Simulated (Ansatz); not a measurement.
Isolated molecules relaxed with PBE0-D4/def2-TZVP in Ansatz; ΔE leaves out vibrations. CCSD(T)/CBS is the MP2 limit (def2-TZVPP, def2-QZVPP) plus CCSD(T) − MP2 in def2-TZVPP, frozen cores. This one scheme is used for every species. DFT in def2-TZVPP. B3LYP here is the variant with VWN-RPA as its local correlation; programs differ in this. HSE06 is defined as in plane-wave codes. Elements past krypton have def2 core potentials. For Sn outer-core shells are correlated without core-valence functions, which leaves a few kJ/mol of doubt a bond. One conformer a species, not always the lowest.

`[OH][SnH2][O][SiH3]` + H₂S → `[OH][SnH2][SH]` + `O[SiH3]`  (ligand exchange at the Sn–O bond)

`[OH][SnH2][O][SiH3]`:

Cartesian coordinates in Å:
```
O -0.193 1.795 -1.465
Sn -0.695 1.342 0.371
O -0.473 -0.594 0.536
Si 0.725 -1.662 0.240
H -0.773 1.418 -2.130
H -2.351 1.598 0.651
H 0.452 2.125 1.342
H 0.690 -2.132 -1.172
H 0.555 -2.836 1.137
H 2.064 -1.055 0.492
```

H₂S:

```xyz
3

S     0.216   -0.462    0.351
H     0.792    0.565   -0.291
H    -1.009   -0.103   -0.060
```

`[OH][SnH2][SH]`:

Z-matrix (Å, degrees):
```
Sn
S 1 2.398
O 1 1.964 2 108.5
H 1 1.698 2 112.7 3 113.4
H 1 1.704 2 105.9 3 -118.3
H 2 1.344 1 93.3 3 -67.0
H 3 0.960 1 112.7 2 -46.3
```

`O[SiH3]`:

```xyz
6

O     0.696   -0.630    0.872
Si   -0.204    0.035   -0.337
H     0.943   -0.069    1.607
H    -1.511    0.541    0.166
H    -0.428   -1.048   -1.320
H     0.505    1.171   -0.988
```

```
             level  ΔE (kJ/mol)  difference from CCSD(T)/CBS
       LDA (SPW92)        -31.5                        -14.0
            PBE-D4        -29.0                        -11.5
         revPBE-D4        -27.3                         -9.8
           BLYP-D4        -18.9                         -1.4
         r2SCAN-D4        -23.2                         -5.7
            B97M-V        -17.6                         -0.1
           PBE0-D4        -29.0                        -11.5
          B3LYP-D4        -19.6                         -2.1
        r2SCANh-D4        -24.1                         -6.6
        r2SCAN0-D4        -25.2                         -7.7
          HSE06-D4        -29.4                        -11.9
          BHLYP-D4        -17.5                          0.0
      CAM-B3LYP-D4        -15.0                          2.5
           ωB97X-V        -17.5                          0.0
           ωB97M-V        -20.8                         -3.3
            B2PLYP        -19.1                         -1.6
          PBE-QIDH        -25.1                         -7.6
            revPBE        -31.1                        -13.6
            r2SCAN        -24.0                         -6.5
              PBE0        -30.8                        -13.3
           r2SCANh        -24.9                         -7.4
             HSE06        -31.2                        -13.7
             BHLYP        -20.0                         -2.5
         CAM-B3LYP        -17.0                          0.5
           LC-ωPBE        -20.8                         -3.3
RPA@PBE/def2-TZVPP        -10.9                          6.6
       HF/def2-SVP        -14.5                          3.0
      MP2/def2-SVP         -8.9                          8.6
     CCSD/def2-SVP         -8.2                          9.3
  CCSD(T)/def2-SVP         -8.1                          9.4
    MP2/def2-TZVPP        -19.5                         -2.0
SCS-MP2/def2-TZVPP        -14.4                          3.1
   CCSD/def2-TZVPP        -15.1                          2.4
CCSD(T)/def2-TZVPP        -15.6                          1.9
     HF/def2-QZVPP        -12.2                          5.3
    MP2/def2-QZVPP        -19.8                         -2.3
SCS-MP2/def2-QZVPP        -15.0                          2.5
      HF/CBS(def2)        -11.9                          5.6
     MP2/CBS(def2)        -21.4                         -3.9
    CCSD/CBS(def2)        -17.0                          0.5
       CCSD(T)/CBS        -17.5                            0
```

Largest T1 diagnostic among the species: 0.014.

At CCSD(T), def2-SVP lies +9.4 kJ/mol from the extrapolated value and def2-TZVPP +1.9 kJ/mol. Leaving LDA and LC-ωPBE aside and taking each functional with its dispersion term where it has one, the values spread over 14.4 kJ/mol, from HSE06-D4 to CAM-B3LYP-D4.
